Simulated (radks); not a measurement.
The numbers below are computed, except where a source is named.
Species: the lanthanum ion La4+. Configuration: [Kr] 4d10 5s2 5p5. Level of theory: scalar-relativistic Kohn-Sham, PBE, spin-polarised, spherical densities, point nucleus; open shells are filled with parallel spins first (spin-orbit coupling, left out, can overturn this in heavy ions) (a radial shooting solver on a logarithmic mesh with Libxc functionals). Some entries of the table are withheld. Estimate them.

orbital  occ.  eigenvalue (eV)  <r> (bohr)
1s up       1        -38791.18     0.02507
1s down     1        -38791.12     0.02507
2s up       1        -6207.457      0.1074
2s down     1        -6207.423      0.1074
2p up       3        -5567.291     0.09424
2p down     3        -5567.233     0.09424
3s up       1        -1357.743      0.2852
3s down     1        -1357.686      0.2852
3p up       3        -1153.349      0.2832
3p down     3        -1153.283      0.2832
3d up       5        -859.7982      0.2599
3d down     5        -859.7349      0.2599
4s up       1        -304.3469      0.6538
4s down     1        -304.2202      0.6538
4p up       3        -237.8407      0.6925
4p down     3        -237.7112      0.6924
4d up       5              (1)      0.7659
4d down     5              (2)      0.7651
5s up       1              (3)       1.515
5s down     1              (4)       1.514
5p up       3         -57.4610       1.705
5p down     2         -56.5267       1.708

Answer. 
(1) 4d up eigenvalue (eV): -141.6020
(2) 4d down eigenvalue (eV): -141.4323
(3) 5s up eigenvalue (eV): -74.9769
(4) 5s down eigenvalue (eV): -74.0664
